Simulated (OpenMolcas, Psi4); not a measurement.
## How basis sets differ on CuF (fluorocopper)

CuF has 2 atoms, charge 0, and is taken as a singlet. As SMILES, `[F][Cu]`. The coordinates come from a PBE0-D4/def2-TZVP relaxation.

| atom | x (Å) | y (Å) | z (Å) |
| --- | --- | --- | --- |
| F | 0.7510 | -0.2689 | 0.3771 |
| Cu | -0.7510 | 0.2689 | -0.3771 |

Quantity: the dipole moment, in D. The values are calculated.

**The experiment to reproduce.** NIST CCCBDB gives the dipole moment of the gas as 5.77 D.

```json
{"level": "HF/ANO-RCC-MB (DKH2)", "kind": "Hartree–Fock", "program": "OpenMolcas", "value (D)": "5.90", "computed − measured": "+0.13", "CPU time": "4.5 s"}
{"level": "HF/STO-3G", "kind": "Hartree–Fock", "program": "Psi4", "value (D)": "0.61", "computed − measured": "-5.16", "CPU time": "4.5 s"}
{"level": "HF/3-21G", "kind": "Hartree–Fock", "program": "OpenMolcas", "value (D)": "4.44", "computed − measured": "-1.33", "CPU time": "2.2 s"}
{"level": "HF/def2-TZVPP", "kind": "Hartree–Fock", "program": "Psi4", "value (D)": "6.38", "computed − measured": "+0.61", "CPU time": "21 s"}
```

Nearest: HF/ANO-RCC-MB (DKH2) (+0.13 D); farthest: HF/STO-3G (-5.16 D). The measured dipole is a vibrational average, so differences of a few hundredths of a debye mean little. Magnitudes only. Sets without polarisation functions give poor dipoles. Times are those of the runs behind each value, whatever else they computed, on shared processors of several kinds: orders of magnitude only.
